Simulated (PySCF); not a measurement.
## Unknown compound

An unknown has the formula C₅H₁₄BNSi. Its calculated NMR data are:

$^{1}$H NMR (500 MHz, computed): δ 7.58 (br, 1H), 4.65 (s, 3H), 2.53 (m, 1H), 2.47 (m, 1H), 2.01 (m, 1H), 1.99 (m, 1H), 1.82 (m, 1H), 1.47 (m, 1H), 0.86 (m, 1H), 0.63 (m, 1H), 0.44 (m, 1H), -0.57 (br s, 1H).

$^{13}$C{$^{1}$H} NMR (computed): δ 53.9 (CH), 44.2 (CH2), 40.3 (CH2), 29.8 (CH2), 25.1 (CH2).

[PySCF 2.14: shieldings: GIAO PBE0/pcSseg-1; PBE0-D3(BJ)/def2-SVP structure; non-relativistic Hamiltonian; no solvent model; one averaged value for each set of equivalent atoms; one conformer]

Scale: TMS for $^{1}$H (σ = 31.27 ppm), $^{13}$C (σ = 184.41 ppm) (reference shieldings calculated alike).

Q: Deduce the structure.

A: 
1. 5 carbon signals for 5 carbons: no two carbons are equivalent.
2. Carbon types of the structure: 1 × CH, 4 × CH2, leaving 5 H on heteroatoms.
3. δC 53.9: sp3 CH bonded to N; pulled downfield by the heteroatom.
4. δC 40.3, 25.1: sp3 CH2 in a ring; aliphatic region, no heteroatom directly attached.
5. δH 4.65: hydrogen on a silicon bonded to N.
6. δH 2.53, 2.01, 0.63, 0.44: hydrogen on an sp3 CH2 bonded to B.
7. δH 2.47: hydrogen on an sp3 CH bonded to N; its carbon carries N, an electronegative neighbour.
8. δH 1.99, 1.82, 1.47, 0.86: hydrogen on an sp3 CH2 in a ring.
9. δH -0.57: hydrogen on a nitrogen bonded to C, Si; exchangeable, gas-phase position.

The compound is `[SiH3]N[C@@H]1CBCCC1`.

The shifts were computed for this structure.

OH/NH shifts are gas-phase values; hydrogen bonding in solution moves them, usually downfield. Hydrogens on boron are broadened and split by $^{11}$B (spin 3/2, 80 %) and 10B (spin 3). A carbon bonded to boron is broadened by the quadrupolar boron nucleus and is often missing from a measured spectrum. Shifts are as computed. Against solution values, carbons near 30 ppm lie about +2 ppm off and those near 130 ppm about +5 ppm. Of 1211 compounds with measured shifts, 218 miss one by over three times the rms of a fit or turn the order of signals round; such compounds aren't used in these exercises. No couplings were computed; multiplicities are counted from neighbouring protons, with m where these are inequivalent, close in shift, in a saturated or five-membered ring or joined by F or P, and br s for small geminal =CH2 splittings.
